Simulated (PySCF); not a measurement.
F3Si, SMILES F[Si](F)F, multiplicity 2. The structure is a stationary point at PBE-D3(BJ)/def2-TZVP. The isomer is the one that the SMILES or the coordinates give; other isomers of the formula were not compared.

Question: Give the equilibrium geometry at PBE-D3(BJ)/def2-TZVP (PySCF confirms it by a frequency run) as Cartesian coordinates in Å, and its point group. (The exact figures need the calculation; the answer reports its results.)

Answer: point group C3v.
```xyz
4

F      1.2964     0.7485    -0.1952
Si     0.0000     0.0000     0.3764
F     -1.2964     0.7485    -0.1952
F      0.0000    -1.4970    -0.1952
```
Charge 0, spin multiplicity 2.
